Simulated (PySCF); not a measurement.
**Bond curve of NbF**

Set-up: basis Nb def2-TZVPP with ECP28, F def2-TZVPP; scalar-relativistic core potentials; PySCF 2.14. Energies in eV from Nb (4d4 5s1) + F in their ground configurations at the same level. State: ⁵Π (quintet), unpaired electrons σ ↑, π ↑, δ ↑↑.

All columns are PBE. A positive dipole means Nb(−)F(+).

```
R (Å)  E (eV)  μ (D)  Mulliken charge on Nb (basis-dependent)  HOMO (eV)  LUMO (eV)  Mayer bond order  ⟨S²⟩
1.613  -4.816  -0.46                                     0.21      -2.98      -2.78              1.35  6.00
1.688  -5.580  -1.06                                     0.25      -3.22      -3.01              1.29  6.00
1.763  -5.999  -1.62                                     0.29      -3.45      -3.22              1.23  6.00
1.820  -6.149  -2.02                                     0.31      -3.62      -3.38              1.19  6.01
1.876  -6.194  -2.40                                     0.34      -3.78      -3.53              1.15  6.01
1.932  -6.161  -2.76                                     0.36      -3.93      -3.68              1.11  6.01
2.007  -6.028  -3.22                                     0.39      -4.12      -3.85              1.06  6.01
2.101  -5.771  -3.77                                     0.42      -4.34      -4.05              1.01  6.01
2.214  -5.388  -4.39                                     0.46      -4.56      -4.25              0.96  6.01
2.364  -4.836  -5.14                                     0.49      -4.82      -4.48              0.90  6.02
```

A fit through these points gives, at Re = 1.877 Å, μ = -2.41 D and dμ/dR = -6.60 D/Å; the reduced mass is 15.77 u.

Problem. How strong is the fundamental in the double-harmonic approximation, I = 42.26·(dμ/dR)²/μred km/mol?

Solution. I = 42.26·(-6.60)²/15.77 = 117 km/mol at PBE.

The metal atom is held in its measured ground configuration; semilocal functionals can put another filling of s and d lower by some tenths of an eV, and De to that atom would be smaller. These are scalar-relativistic numbers at best; spin–orbit coupling would shift them, the dissociation energy most. With d or f electrons several states lie close, and the lowest PBE0 determinant need not be the measured ground state.
